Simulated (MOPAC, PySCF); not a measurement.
Precursor series Ti OH-H. Gas-phase values, no solvent. One relaxed conformer stands for each flexible species; it need not be the lowest.

Quantity: redistribution energy (mixed species minus the weighted end members), in kJ/mol. Semi-empirical values (MOPAC) are differences of heats of formation.

Level 1: TPSSh-D3(BJ)/def2-TZVP // r2SCAN-D4/def2-SVP (PySCF)
Level 2: PBE/6-31G* (LANL2DZ on Ti) // r2SCAN-D4/def2-SVP (PySCF)
Level 3: PM6 // r2SCAN-D4/def2-SVP (MOPAC)
Level 4: PM7 // r2SCAN-D4/def2-SVP (MOPAC)

```tsv
species	level 2	level 3	level 4
3 of 4 OH replaced by H: [Ti(OH)(H)3]	-28.43	-107.6	-99.4
1 of 4 OH replaced by H: [Ti(OH)3(H)]	-44.4	-89.4	-103.4
2 of 4 OH replaced by H: [Ti(OH)2(H)2]	-45.8	-148.5	-125.5
```

What does level 1 give for each?


- 3 of 4 OH replaced by H: [Ti(OH)(H)3]: -29.02
- 1 of 4 OH replaced by H: [Ti(OH)3(H)]: -38.50
- 2 of 4 OH replaced by H: [Ti(OH)2(H)2]: -44.3
